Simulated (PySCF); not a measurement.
## Core-level binding energies of `CC(=S)[SiH2]O`

Compound: C₂H₆OSSi.
Structure used (PBE0-D3(BJ)/def2-SVP), in Å, numbered top down from 1:
```xyz
11
C2H6OSSi angstrom
C     -1.801   -0.033   -0.163
C     -0.429   -0.381    0.301
S     -0.132   -1.456    1.491
Si     1.099    0.433   -0.504
O      2.431   -0.128    0.298
H     -1.968    1.053   -0.056
H     -1.896   -0.248   -1.242
H     -2.577   -0.581    0.389
H      1.104    0.062   -1.951
H      0.966    1.915   -0.391
H      2.155   -0.785    0.962
```

Computed, not measured: PySCF, delta-SCF UKS SCAN, pcX-2 on the ionised atom, pcseg-1 elsewhere, spin-free X2C. Each binding energy is the total energy of the core-ionised species, with the hole localised on one atom, minus that of the ground state; both are solved self-consistently, so orbital relaxation is included.

Q: List the computed XPS lines with their assignment.

A: 
| atom(s) | bonded to | level | binding energy (eV) | 2p1/2 (eV) | above the level's lowest (eV) | count |
| --- | --- | --- | --- | --- | --- | --- |
| Si4 | O, C and 2 H | Si 2p3/2 | 107.47 | 108.10 | 0.00 | 1 |
| C1 | C and 3 H | C 1s | 291.46 | – | 0.00 | 1 |
| C2 | S (double bond), C and Si | C 1s | 291.84 | – | +0.38 | 1 |
| O5 | H and Si | O 1s | 538.26 | – | 0.00 | 1 |
| Si4 | O, C and 2 H | Si 1s | 1847.35 | – | 0.00 | 1 |
| S3 | C (double bond) | S 1s | 2476.81 | – | 0.00 | 1 |

Lowest listed C 1s: C1, bonded to C and 3 H. Highest, 0.38 eV above it: C2, bonded to S (double bond), C and Si. Summing the Pauling electronegativity differences to the bonded atoms, each weighted by its formal bond order, gives -1.05 for the lowest site and -0.59 for the highest.

Q: Which photon wavelength matches the Si 1s of Si4 threshold?

A: λ = hc/E = 12398.42 eV Å / 1847.35 eV = 6.711 Å.

Not every level is listed. Spin contamination (⟨S²⟩ against 0.75 for a pure doublet) is marked for C 1s of C2 (0.99), which makes this value less certain. Spin–orbit coupling isn't in the SCF: each 2p doublet comes from a relaxed spin-free hole plus a matrix of the shell (mean-field spin–orbit coupling and the ground-state 2p splitting), with 2p3/2 averaged over its two sublevels. 2p1/2 minus 2p3/2 (ligand field included): Si 0.62 eV. Isolated species at its PBE0-D3(BJ)/def2-SVP geometry (one conformer only).
